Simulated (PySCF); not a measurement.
## Spectroscopy problems

[PySCF 2.14: NMR shieldings at PBE0/pcSseg-1/GIAO; structure optimised with GFN2-xTB; no relativistic terms; rapidly exchanging positions averaged; in vacuum; single conformer]

Referencing at the same level of theory: TMS for ¹H and ¹³C. Splittings of carbon signals by F and P are missing where no couplings were computed. Where no couplings were computed, multiplicities follow the n + 1 count of equivalent neighbours, and m marks all less simple cases (inequivalent or close neighbours, rings, F or P nearby). Shifts are as computed. Against solution values, carbons near 30 ppm lie about +3 ppm off and those near 130 ppm about +5 ppm. Of 1211 compounds with measured shifts, 218 miss one by over three times the rms of a fit or turn the order of signals round; such compounds aren't used in these exercises.

**Question.** C8H9OP. ¹H NMR (400 MHz, computed): δ 9.15 (m, 1H), 8.07 (m, 1H), 7.70 (m, 1H), 3.07 (m, 3H), 2.60 (s, 3H). ¹³C{¹H} NMR (computed): δ 211.4 (C), 178.7 (C), 168.5 (CH), 149.5 (C), 136.0 (CH), 132.4 (CH), 33.0 (CH3), 26.6 (CH3). Give a structure.

**Answer.** `CC(=O)c1cccpc1C`. 8 carbon signals for 8 carbons: no two carbons are equivalent. Carbon types of the structure: 3 × C, 3 × CH, 2 × CH3, which accounts for all hydrogens. δC 211.4: ketone carbonyl carbon; the double bond to the heteroatom, with no lone-pair donor beside it, deshields it most. δC 178.7, 149.5: substituted aromatic carbon. δC 168.5, 136.0, 132.4: aromatic CH. δH 9.15, 8.07, 7.70: hydrogen on an aromatic CH; aromatic region.

This is the structure that produced the data.

**Question.** C5H6F2O2. ¹H NMR (600 MHz, computed): δ 4.95 (m, 1H), 4.50 (q, 2H), 1.37 (t, 3H). ¹³C{¹H} NMR (computed): δ 176.4, 168.3, 84.1, 63.6, 16.5. Identify the compound.

**Answer.** SMILES CCOC(=O)C=C(F)F. Rings plus π bonds: 2 (no ring in the answer). 5 carbon signals for 5 carbons: no two carbons are equivalent. Carbon types of the structure: 2 × C, 1 × CH, 1 × CH2, 1 × CH3, which accounts for all hydrogens. δC 176.4: β carbon of a C=C–C=O unit; conjugation with the carbonyl draws π density from the β position. δC 168.3: ester carbonyl carbon; it is a carbonyl in resonance with an O or N lone pair, the region of acids, esters and amides. δC 84.1: α carbon of a C=C–C=O unit. δC 63.6: sp3 CH2 bonded to O; the inductive effect lowers its shielding.

The shifts were computed for this structure.
